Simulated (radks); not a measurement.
Coulomb parameter of the 3d shell of the manganese ion Mn2+ in the model configuration [Ar] 3d4 4p1, as a second difference U = [E(n + 0.25) + E(n - 0.25) - 2 E(n)] / (0.25)^2 with all orbitals relaxed. "Bare": the charge of the atom changes with n. "Screened": the 4p shell takes up the change at fixed total charge, which measures U(3d,3d) + U(4p,4p) - 2 U(3d,4p). Method: scalar-relativistic Kohn-Sham, PBE, spin-unpolarised, spherical densities, point nucleus; computed with a radial shooting solver on a logarithmic mesh with Libxc functionals.

case	configuration	E - E(n) (eV)
start	[Ar] 3d4 4p1	0.000
bare +0.25	[Ar] 3d4.25 4p1	-7.334
bare -0.25	[Ar] 3d3.75 4p1	8.378
screened +0.25	[Ar] 3d4.25 4p0.75	-3.628
screened -0.25	[Ar] 3d3.75 4p1.25	3.952

U(bare) = 16.704 eV, U(screened by 4p) = 5.194 eV, against the Slater integral F0(3d,3d) = 23.642 eV with frozen orbitals.
